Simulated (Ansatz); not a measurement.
Isomers of C3H7Br, B3LYP-D3(BJ)/def2-TZVP minima from an xTB search, which can miss the lowest.
Isomer 1, SMILES CC(C)Br (charge 0, multiplicity 1):
```xyz
11

C      1.2705    -0.1790    -0.2152
C      0.0000     0.4478     0.3188
C     -1.2440    -0.3758     0.0613
Br    -0.2319     2.2552    -0.5031
H      1.2010    -0.3441    -1.2910
H      1.4235    -1.1475     0.2704
H      2.1398     0.4459    -0.0166
H      0.0981     0.6807     1.3766
H     -1.1377    -1.3479     0.5521
H     -1.3839    -0.5465    -1.0067
H     -2.1354     0.1112     0.4534
```
Isomer 2, SMILES CCCBr (charge 0, multiplicity 1, Z-matrix in Å and degrees):
```
C
H 1 1.0923
H 1 1.0967 2 106.47
C 1 1.5145 2 109.32 3 114.48
H 4 1.0857 1 112.31 2 -59.20
H 4 1.0872 5 109.69 1 125.68
C 1 1.5242 2 110.39 3 -118.87
H 7 1.0902 1 111.03 2 -61.33
H 7 1.0907 8 108.10 1 -121.72
H 7 1.0926 8 107.89 9 -116.44
Br 4 1.9801 5 104.57 6 111.99
```

Frozen-core correlation. Filled d and f shells under p-block atoms count as core. MP2 and its Hartree–Fock in cc-pVQZ are density fitted.

Run with Ansatz (Gaussian basis) for Hartree–Fock, density functionals and correlated methods. Values without a source in brackets are computed.

The energy of isomer 2 above isomer 1 is E(isomer 2) − E(isomer 1). Total energies (hartree):

```tsv
level	isomer 2	isomer 1
HF/cc-pVTZ	-2690.1896844	-2690.1923342
MP2/cc-pVTZ	-2690.8841762	-2690.8882588
HF/cc-pVQZ	-2690.2000248	-2690.2027018
MP2/cc-pVQZ	-2690.9450884	-2690.9492301
CCSD(T)/cc-pVTZ	-2690.9622652	-2690.9658189
```

Task: Work out the energy of isomer 2 above isomer 1 at the basis-set limit: extrapolate the MP2 correlation part as X⁻³, take Hartree–Fock from the larger set, and add the CCSD(T) − MP2 difference of cc-pVTZ.

Result: 
1. Differences (1 hartree = 627.509 kcal/mol): HF/cc-pVTZ 1.663; MP2/cc-pVTZ 2.562; HF/cc-pVQZ 1.680; MP2/cc-pVQZ 2.599; CCSD(T)/cc-pVTZ 2.230.
2. Correlation parts, MP2 less HF: 0.899 in cc-pVTZ (X = 3), 0.919 in cc-pVQZ (X = 4).
3. Limit (4³·(0.919) − 3³·(0.899))/(4³ − 3³) = 0.934; with HF/cc-pVQZ it gives 2.614.
4. CCSD(T) less MP2 in cc-pVTZ: -0.332.
Result: 2.28 kcal/mol, against 2.56 at MP2/cc-pVTZ. It is an estimate of this method's limit, not of the exact value.

Ansatz is a first-principles code.
